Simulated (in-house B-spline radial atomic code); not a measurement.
Results of a calculation; reference values are marked as such.
## Cl ion on As atom: potential, deflection and energy transfer

The pair potential comes from two frozen, spherical free-atom densities (PBE, B-spline radial code, scalar-relativistic past argon): electrostatics plus the change in Thomas-Fermi kinetic and Dirac exchange energy where they overlap, the recipe behind the universal ZBL potential, which averages such potentials (from solid-state densities) over many pairs. It is written V = (Z1 Z2 e²/r) φ(r/a), with e² = 14.3996 eV·Å and a = 0.46850 Å/(Z1^0.23 + Z2^0.23); ZBL's fit is φ = 0.18175 e^(−3.1998x) + 0.50986 e^(−0.94229x) + 0.28022 e^(−0.4029x) + 0.02817 e^(−0.20162x). Where φ falls below 4e-4 it is continued as an exponential.

Masses 35.45 and 74.92 u.

```tsv
x = r/a	φ, this pair	φ, ZBL
0.1	0.8935	0.8928
0.25	0.7731	0.7647
0.5	0.625	0.6096
1	0.433	0.4164
1.5	0.3135	0.2995
2	0.233	0.2218
3	0.136	0.1292
4	0.08456	0.08026
5	0.05435	0.05224
6.5	0.03041	0.02914
8	0.01862	0.01705
10	0.00994	0.008778
12	0.005225	0.00474
14.5	0.002389	0.002328
17	0.001153	0.001212
20	0.0005001	0.0005882
```

Task: At x = 3 the electrostatic, kinetic and exchange parts are 948.12, 2454.48 and -156.46 eV. Find r, V and φ.

Result: a = 0.46850/(1.9187 + 2.2349) = 0.11279 Å, so r = 0.33838 Å. V = 948.12 + 2454.48 + (-156.46) = 3246.14 eV. The bare repulsion is 17 × 33 × 14.3996/0.33838 = 23873 eV, so φ = 0.1360, +5.2 % against ZBL's 0.1292. The kinetic (Pauli) term is 76 % of V here.

Task: The ion comes in at 105.5 keV with impact parameter 0.2256 Å. The scattering integral gives a centre-of-mass angle of 10.33° and a closest approach of 2.112 a. What are the reduced energy, the energy passed on and the laboratory angles?

Result: ε = E a M2/(Z1 Z2 e² (M1 + M2)) = 105500 × 9.4781e-06 = 1. The most that one collision can pass on is γE with γ = 4 M1 M2/(M1 + M2)² = 0.8721. Here T = γE sin²(θ/2) = 0.8721 × 105500 × 0.008111 = 746.4 eV. The ion turns by arctan(sin θ/(cos θ + M1/M2)) = 7.0°, and the struck atom leaves at (180° − θ)/2 = 84.8°. The closest approach is 0.238 Å. With ZBL the angle would be 9.88° and T = 682.1 eV.
